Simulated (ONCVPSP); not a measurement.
S (Z = 16): one change to an ONCV potential, before and after

```
Element                 : sulfur (S)
Generator               : ONCVPSP 4.0.1
Type                    : optimised norm-conserving Vanderbilt (ONCV)
Functional              : PBEsol
Relativity              : scalar-relativistic
Frozen core             : [He]
Valence charge          : 14
Reference configuration : 2s2 2p6 3s2 3p2 (charge +2)
Partial waves           : 2s+3s: rc 0.70 bohr, ncon 4, nbas 8, qcut 20.3 1/bohr, 2 projectors; 2p+3p: rc 0.70 bohr, ncon 3, nbas 8, qcut 21.3 1/bohr, 2 projectors; d scattering state at 0.14 Ha: rc 0.55 bohr, ncon 4, nbas 9, qcut 19.1 1/bohr, 1 projector
Local potential         : polynomial inside 0.50 bohr (lpopt 5, dvloc0 6 Ha)
Core correction         : Teter function, fcfact 1.75, rcfact 1.6
```

All-electron outer shells of the reference configuration (PBEsol, scalar-relativistic, ld1.x):

```csv
shell,level (eV),outermost node (bohr),outermost maximum (bohr)
1s,-2428.18,–,0.06
2s,-236.94,0.13,0.39
2p,-182.09,–,0.33
3s,-39.32,0.60,1.37
3p,-27.94,0.57,1.50
```

Change: s: rc 0.88.

Cutoffs: the cutoffs (Ha) at which the residual kinetic energy of the hardest occupied pseudo-wave falls to 1 and 0.1 mHa per electron; they do not see the model core or the augmentation charge, which bear on the density cutoff. Errors are all-electron minus pseudo energies relative to the spin-unpolarised reference configuration.

Question: What does the change do?

Answer: The potential gets neither clearly harder nor softer (166 Ha and 189 Ha → 166 Ha and 189 Ha); the p channel sets the loose cutoff, while the largest relative change is in s, which becomes softer; the errors of the 4 common tests hardly move; neither file shows a bound ghost.

| quantity | base | changed |
| --- | --- | --- |
| cutoff, loose | 166 Ha | 166 Ha |
| cutoff, tight | 189 Ha | 189 Ha |
| loose cutoff by channel | s 124 Ha, p 166 Ha | s 106 Ha, p 166 Ha |
| bound ghosts | none | none |
| GHOST(+) flags under 300 eV | none | none |
| error for 2s2 2p6 3s2 3p4, meV [ΔE -33.97 eV] | +1.7 | +1.8 |
| error for 2s2 2p6 3s2 3p3, meV [ΔE -22.24 eV] | +0.7 | +0.8 |
| error for 2s2 2p6 3s2 3p1, meV [ΔE 34.00 eV] | +1.3 | +1.4 |
| error for 2s2 2p6 3s2 3p0, meV [ΔE 80.76 eV] | +7.7 | +8.4 |
| p: phases at 0.71 bohr within 0.05 rad from the reference energy up to (Ha; the scan ends near 5) | to the end of the scan | to the end of the scan |
| d: phases at 0.56 bohr within 0.05 rad from the reference energy up to (Ha; the scan ends near 5) | to the end of the scan | to the end of the scan |
| rms error of d²Exc/dni dnj with the model core, mHa | 2.12 | 2.13 |
